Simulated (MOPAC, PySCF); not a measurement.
Br3Ga, SMILES `[Br][Ga]([Br])[Br]`, neutral singlet in the gas phase. 

Cartesian coordinates (Å):
SMILES: [Br][Ga]([Br])[Br]
```xyz
4

Br     2.1053    -0.7936     0.1528
Ga     0.0052    -0.0033     0.0009
Br    -1.7369    -1.4245     0.0463
Br    -0.3544     2.2073    -0.2013
```
Charge 0, multiplicity 1.

All levels are single points at this geometry (ωB97X-D3(BJ)/def2-TZVP); Pople sets use spherical d functions. Orbital energies aren't observables, and empty levels follow the basis.

AM1 in MOPAC gives dipole (D) = 0.00.

Task: Estimate the dipole (D) from each of these levels: PBE-D3(BJ)/def2-TZVP in PySCF; ωB97X-D3(BJ)/def2-TZVP in PySCF; B3LYP/3-21G in PySCF; B3LYP/6-311+G** (LANL2DZ on Br, Ga) in PySCF; M06-2X/6-31G* in PySCF; PBE/6-31G* in PySCF; SVWN5/6-31G* in PySCF; HF/6-31G* in PySCF; HF/STO-3G in PySCF; PM3 in MOPAC; PM6 in MOPAC; PM7 in MOPAC.

Result: 
```tsv
level	dipole (D)
PBE-D3(BJ)/def2-TZVP in PySCF	0.00
ωB97X-D3(BJ)/def2-TZVP in PySCF	0.01
B3LYP/3-21G in PySCF	0.01
B3LYP/6-311+G** (LANL2DZ on Br, Ga) in PySCF	0.01
M06-2X/6-31G* in PySCF	0.01
PBE/6-31G* in PySCF	0.00
SVWN5/6-31G* in PySCF	0.00
HF/6-31G* in PySCF	0.01
HF/STO-3G in PySCF	0.01
PM3 in MOPAC	0.01
PM6 in MOPAC	0.00
PM7 in MOPAC	0.01
```
